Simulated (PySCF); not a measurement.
Can point charges reproduce the dipole moment of `[SiH3][Si@@H]1CC(C)([SiH2]1)C`?

Coordinates (GFN2-xTB, Å) and charges (e) from the PBE0/pcSseg-1 density (PySCF):

| atom | x | y | z | Mulliken | IAO | Hirshfeld | ESP-fitted |
| --- | --- | --- | --- | --- | --- | --- | --- |
| C1 | -2.466 | 0.418 | 0.501 | -0.1392 | -0.4093 | -0.1221 | -0.5744 |
| C2 | -1.029 | 0.076 | 0.133 | -0.7542 | -0.1812 | -0.0546 | +0.4899 |
| C3 | -0.948 | -1.393 | -0.272 | -0.1511 | -0.4044 | -0.1186 | -0.5168 |
| C4 | -0.054 | 0.335 | 1.309 | -0.3663 | -0.5095 | -0.1605 | -0.3680 |
| Si5 | 1.504 | 0.967 | 0.359 | +0.0810 | +0.2775 | +0.1744 | +0.1105 |
| Si6 | 3.190 | -0.610 | 0.169 | +0.2238 | +0.2912 | +0.2102 | +0.2760 |
| Si7 | -0.204 | 1.189 | -1.225 | +0.4296 | +0.4296 | +0.2346 | +0.0660 |
| H8 | -2.553 | 1.467 | 0.779 | +0.1107 | +0.1334 | +0.0361 | +0.1253 |
| H9 | -2.807 | -0.188 | 1.342 | +0.1056 | +0.1324 | +0.0365 | +0.1270 |
| H10 | -3.132 | 0.234 | -0.341 | +0.1107 | +0.1349 | +0.0381 | +0.1442 |
| H11 | -1.295 | -2.037 | 0.538 | +0.1122 | +0.1339 | +0.0386 | +0.1308 |
| H12 | 0.076 | -1.676 | -0.513 | +0.1249 | +0.1265 | +0.0341 | +0.1107 |
| H13 | -1.569 | -1.588 | -1.145 | +0.1180 | +0.1372 | +0.0386 | +0.1235 |
| H14 | -0.452 | 1.118 | 1.956 | +0.1412 | +0.1445 | +0.0376 | +0.1071 |
| H15 | 0.074 | -0.548 | 1.938 | +0.1358 | +0.1366 | +0.0320 | +0.0885 |
| H16 | 2.009 | 2.212 | 0.979 | -0.0125 | -0.0845 | -0.0785 | -0.0677 |
| H17 | 2.912 | -1.840 | 0.917 | -0.0532 | -0.0951 | -0.0719 | -0.0791 |
| H18 | 3.375 | -1.009 | -1.230 | -0.0529 | -0.0986 | -0.0778 | -0.1032 |
| H19 | 4.488 | -0.120 | 0.639 | -0.0543 | -0.0933 | -0.0735 | -0.0837 |
| H20 | -0.193 | 0.558 | -2.551 | -0.0571 | -0.1049 | -0.0791 | -0.0592 |
| H21 | -0.934 | 2.453 | -1.399 | -0.0528 | -0.0969 | -0.0740 | -0.0474 |

Task: What dipole does each set of charges give (1 e·Å = 4.803 D), and what does the density give?

Result: The full density gives (-0.50, -0.04, 0.29) D, 0.58 D in size; dipole vectors point from the negative to the positive end.

```
    scheme     μx     μy     μz  size (D)  share of the full size (%)  angle to the full dipole (°)
  Mulliken   0.90   0.10  -1.39      1.66                         285                           153
       IAO   1.00   0.96  -1.13      1.79                         308                           147
 Hirshfeld   0.25   0.38  -0.32      0.55                          95                           136
ESP-fitted  -0.50  -0.06   0.32      0.59                         102                             3
```

Task: Which set comes closest?

Result: Length of the difference vector: ESP-fitted 0.03 D, Hirshfeld 1.05 D, Mulliken 2.19 D, IAO 2.30 D. Closest: ESP-fitted. ESP charges are fitted to the potential around the molecule, whose slowest-falling term is the dipole's. 

Task: What is left for the Hirshfeld atoms' own dipoles?

Result: The shares of the density sum to the whole, so what Σ q r misses lies in dipoles about the nuclei. The atomic dipoles sum to (-0.50, -0.04, 0.29) − (0.25, 0.38, -0.32) = (-0.75, -0.42, 0.61) D, 1.05 D in size.

Task: With the origin at the mean of the coordinates, (0.000, 0.001, 0.137) Å, which are the largest single terms, by size, of the IAO dipole along the direction of the full one?

Result: C1 -4.49, Si6 -3.77, H9 +1.93, Si5 -1.68, H18 +1.67 D; all 21 atoms together -1.50 D. The single terms depend on the origin, their sum doesn't.

Task: Give the size of the full dipole in other units.

Result: 0.58 D = 0.229 au = 0.121 e·Å = 1.94 × 10⁻³⁰ C·m.

One conformer (not necessarily the lowest) at the GFN2-xTB geometry, without solvent, vibrations or thermal averaging.

These values come from a run that also computed NMR shieldings. Hardware: Arm Neoverse N1, one thread, no GPU (shared host). Cost: 70 s, 0.87 GiB resident at most.
